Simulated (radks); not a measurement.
Ionisation of neutral caesium, [Xe] 6s1, to [Xe] as the strength of local exchange is varied. Calculated with a radial shooting solver on a logarithmic mesh with Libxc functionals: scalar-relativistic Kohn-Sham, Slater X-alpha exchange (alpha = 2/3 is LDA exchange), no correlation, spin-polarised, spherical densities, finite nucleus; open shells are filled with parallel spins first (spin-orbit coupling, left out, can overturn this in heavy ions); Fermi nuclear charge, rms radius 4.8041 fm.

alpha  E(Cs) (hartree)  exchange (hartree)  IE (eV)  -e of the level emptied (eV)  <r> of it (bohr)
0.628       -7764.7691           -169.8231    3.472                    1.826 (6s)             5.860
0.667       -7775.3516           -180.6016    3.613                    1.964 (6s)             5.751
0.758       -7800.0970           -205.8568    3.951                    2.301 (6s)             5.519
0.9         -7838.8589           -245.5602    4.507                    2.869 (6s)             5.202
0.911       -7841.8691           -248.6508    4.552                    2.915 (6s)             5.179

NIST Atomic Spectra Database: 3.894 eV (measured). The Delta-SCF value meets it near alpha = 0.74.
